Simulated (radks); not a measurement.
Values are calculated unless marked as measured or tabulated.
Question: Spherical quantum dot in the effective-mass picture: electrons in a parabolic well V = omega^2 r^2 / 2 with omega = 0.458, with a point charge +1 (a donor) at the centre, all in effective atomic units (hartree* = m*/eps^2 hartree, bohr* = eps/m* bohr), one dielectric constant everywhere. Level of theory: non-relativistic Kohn-Sham, LDA (Slater exchange, Perdew-Wang correlation), spin-polarised, spherical densities (a radial shooting solver with Libxc functionals). Levels are named by radial order and angular momentum (1s, 1p, 1d, 2s, ...), and open shells are averaged over m. Results are scaled to m* = 0.378 and eps = 13.2, for which hartree* = 59.03 meV and bohr* = 1.848 nm. At N = 33 the configuration is 1s2 1p6 1d10 2s2 1f(up 7, down 6). Does electron 34 go into 1f down or 2p up or 2p down?

Answer: Into 1f down. The total energies of the other choices lie higher by 2.23 meV (2p up), 2.39 meV (2p down).
